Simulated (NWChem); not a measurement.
System: SiH$_{3}$F; SMILES F[SiH3]

Input file for NWChem:

```
start job
memory heap 200 mb stack 900 mb global 1100 mb
geometry units angstroms noautosym nocenter noautoz
  Si     0.000000     0.000000    -0.459032
  F      0.000000     0.000000     1.165506
  H      0.998053     0.998053    -0.932912
  H      0.365313    -1.363365    -0.932912
  H     -1.363365     0.365313    -0.932912
end
basis spherical
  * library aug-cc-pvdz
end
dft
  xc b3lyp
  iterations 150
end
property
  response 1 0.0773
end
task dft property
```

NWChem printed, in part:

```
             Northwest Computational Chemistry Package (NWChem) 7.3.0
             --------------------------------------------------------

                             Geometry "geometry" -> ""
                             -------------------------

 Output coordinates in angstroms (scale by  1.889725989 to convert to a.u.)

  No.       Tag          Charge          X              Y              Z
 ---- ---------------- ---------- -------------- -------------- --------------
    1 Si                  14.0000     0.00000000     0.00000000    -0.45903200
    2 F                    9.0000     0.00000000     0.00000000     1.16550600
    3 H                    1.0000     0.99805300     0.99805300    -0.93291200
    4 H                    1.0000     0.36531300    -1.36336500    -0.93291200
    5 H                    1.0000    -1.36336500     0.36531300    -0.93291200

 Effective nuclear repulsion energy (a.u.)      62.2698957794

                              NWChem Property Module
                              ----------------------

                                 NWChem DFT Module
                                 -----------------

 Summary of "ao basis" -> "ao basis" (spherical)
 ------------------------------------------------------------------------------
       Tag                 Description            Shells   Functions and Types
 ---------------- ------------------------------  ------  ---------------------
 Si                       aug-cc-pvdz               11       27   5s4p2d
 F                        aug-cc-pvdz                9       23   4s3p2d
 H                        aug-cc-pvdz                5        9   3s2p

            General Information
            -------------------
          SCF calculation type: DFT
          Wavefunction type:  closed shell.
          No. of atoms     :     5
          No. of electrons :    26
           Alpha electrons :    13
            Beta electrons :    13
          Charge           :     0
          Spin multiplicity:     1
          Use of symmetry is: off; symmetry adaption is: off
          Maximum number of iterations: 150
          AO basis - number of functions:    77
                     number of shells:    35
          Convergence on energy requested:  1.00D-06
          Convergence on density requested:  1.00D-05
          Convergence on gradient requested:  5.00D-04

              XC Information
              --------------
                         B3LYP Method XC Potential
                     Hartree-Fock (Exact) Exchange  0.200
                        Slater Exchange Functional  0.800 local
                    Becke 1988 Exchange Functional  0.720 non-local
              Lee-Yang-Parr Correlation Functional  0.810
                  VWN I RPA Correlation Functional  0.190 local

             Grid Information
             ----------------
          Grid used for XC integration:  medium
          Radial quadrature: Mura-Knowles
          Angular quadrature: Lebedev.
          Tag              B.-S. Rad. Rad. Pts. Rad. Cut. Ang. Pts.
          ---              ---------- --------- --------- ---------
          Si                  1.10       88          12.0       590
          F                   0.50       49          11.0       434
          H                   0.35       45          13.0       434
          Grid pruning is: on
          Number of quadrature shells:   272
          Spatial weights used:  Erf1

      Superposition of Atomic Density Guess
      -------------------------------------

 Sum of atomic energies:        -389.72259029

      Non-variational initial energy
      ------------------------------

 Total energy =    -390.019744
 1-e energy   =    -664.539948
 2-e energy   =     212.250308
 HOMO         =      -0.415763
 LUMO         =       0.007365

   convergence    iter        energy       DeltaE   RMS-Dens  Diis-err
 ---------------- ----- ----------------- --------- --------- ---------
 d= 0,ls=0.0,diis     1   -391.1668410251 -4.53D+02  1.58D-02  3.97D-01
 d= 0,ls=0.0,diis     2   -391.1249793693  4.19D-02  7.08D-03  1.03D+00
 d= 0,ls=0.0,diis     3   -391.2117230596 -8.67D-02  9.15D-04  8.11D-03
 d= 0,ls=0.0,diis     4   -391.2124259613 -7.03D-04  3.45D-04  4.96D-04
 d= 0,ls=0.0,diis     5   -391.2124930380 -6.71D-05  5.84D-05  5.95D-06
 d= 0,ls=0.0,diis     6   -391.2124939727 -9.35D-07  4.41D-06  8.28D-08

         Total DFT energy =     -391.212493972681
      One electron energy =     -665.916357053194
           Coulomb energy =      244.962500770479
    Exchange-Corr. energy =      -32.528533469399
 Nuclear repulsion energy =       62.269895779433

 Numeric. integr. density =       26.000007813528

                       DFT Final Molecular Orbital Analysis
                       ------------------------------------

 Vector   11  Occ=2.000000D+00  E=-4.495005D-01
              MO Center= -3.4D-02, -4.4D-02,  8.4D-01, r^2= 1.2D+00
   Bfn.  Coefficient  Atom+Function         Bfn.  Coefficient  Atom+Function
  ----- ------------  ---------------      ----- ------------  ---------------
    33      0.438682  2 F  py                32     -0.389250  2 F  px
    36      0.285169  2 F  py                35     -0.253035  2 F  px
    10      0.138227  1 Si py                 9     -0.122651  1 Si px
    60     -0.108481  4 H  s                 69      0.101251  5 H  s
    13      0.075951  1 Si py                12     -0.067392  1 Si px

 Vector   12  Occ=2.000000D+00  E=-3.526173D-01
              MO Center= -3.1D-01, -3.1D-01, -5.4D-01, r^2= 2.4D+00
   Bfn.  Coefficient  Atom+Function         Bfn.  Coefficient  Atom+Function
  ----- ------------  ---------------      ----- ------------  ---------------
    60      0.316738  4 H  s                 69     -0.316715  5 H  s
     9      0.215302  1 Si px                10     -0.215329  1 Si py
    12      0.207077  1 Si px                13     -0.207103  1 Si py
    32     -0.202611  2 F  px                33      0.202637  2 F  py
    35     -0.138110  2 F  px                36      0.138128  2 F  py

 Vector   13  Occ=2.000000D+00  E=-3.526172D-01
              MO Center=  3.1D-01,  3.1D-01, -5.4D-01, r^2= 2.4D+00
   Bfn.  Coefficient  Atom+Function         Bfn.  Coefficient  Atom+Function
  ----- ------------  ---------------      ----- ------------  ---------------
    51      0.365724  3 H  s                  9      0.215329  1 Si px
    10      0.215302  1 Si py                12      0.207102  1 Si px
    13      0.207076  1 Si py                32     -0.202636  2 F  px
    33     -0.202611  2 F  py                60     -0.182842  4 H  s
    69     -0.182882  5 H  s                 35     -0.138128  2 F  px

 Vector   14  Occ=0.000000D+00  E=-2.575520D-02
              MO Center= -4.3D-05, -4.3D-05, -4.4D-01, r^2= 7.1D+00
   Bfn.  Coefficient  Atom+Function         Bfn.  Coefficient  Atom+Function
  ----- ------------  ---------------      ----- ------------  ---------------
    17     -0.623503  1 Si pz                 5      0.584873  1 Si s
     4     -0.301514  1 Si s                 11     -0.264969  1 Si pz
    53     -0.261446  3 H  s                 62     -0.261309  4 H  s
    71     -0.261310  5 H  s                 30      0.227709  2 F  s
    25      0.201558  1 Si d  0              31     -0.144763  2 F  s

 Vector   15  Occ=0.000000D+00  E=-6.447051D-03
              MO Center=  1.6D-04,  1.6D-04, -1.4D+00, r^2= 1.3D+01
   Bfn.  Coefficient  Atom+Function         Bfn.  Coefficient  Atom+Function
  ----- ------------  ---------------      ----- ------------  ---------------
     5      2.426648  1 Si s                 53     -1.176405  3 H  s
    62     -1.176064  4 H  s                 71     -1.176064  5 H  s
     4      0.419290  1 Si s                  3      0.290462  1 Si s
    17     -0.162904  1 Si pz                52     -0.142511  3 H  s
    61     -0.142480  4 H  s                 70     -0.142480  5 H  s

 Vector   16  Occ=0.000000D+00  E= 2.185608D-02
              MO Center= -7.5D-01, -7.6D-01, -9.9D-02, r^2= 1.3D+01
   Bfn.  Coefficient  Atom+Function         Bfn.  Coefficient  Atom+Function
  ----- ------------  ---------------      ----- ------------  ---------------
    53      1.933435  3 H  s                 15     -1.444563  1 Si px
    16     -1.443485  1 Si py                62     -0.966058  4 H  s
    71     -0.967307  5 H  s                 23      0.136244  1 Si d -2
    51      0.126875  3 H  s                 18      0.115750  1 Si d -2
    52      0.096561  3 H  s                 38      0.078184  2 F  px

     Multipole analysis of the density
     ---------------------------------

     L   x y z        total         alpha         beta         nuclear
     -   - - -        -----         -----         ----         -------
     0   0 0 0     -0.000000    -13.000000    -13.000000     26.000000

     1   1 0 0     -0.000000     -0.000001     -0.000001      0.000002
     1   0 1 0     -0.000000     -0.000001     -0.000001      0.000002
     1   0 0 1     -0.567403     -1.478358     -1.478358      2.389313

[...]

 DFT Linear Response polarizability / au
 Frequency  =       0.0773000 / au
 Wavelength =     589.4353558 / nm
              X              Y              Z
 -----------------------------------------------
 X      30.9096128      0.0000234     -0.0000109
 Y       0.0000234     30.9096128     -0.0000109
 Z      -0.0000109     -0.0000109     28.3710807
 -----------------------------------------------
 Eigenvalues =      30.9096362     30.9095894     28.3710807
 Isotropic   =      30.0634355
 Anisotropic =       2.5385321
 -----------------------------------------------

 Magnetic Dipole Response Matrix (nonzero elements):

 Exiting AOResponse driver routine
```

Level: B3LYP/aug-cc-pVDZ. The geometry was optimised at PBE0/def2-SVP. B3LYP is NWChem's, with the RPA form of VWN correlation.
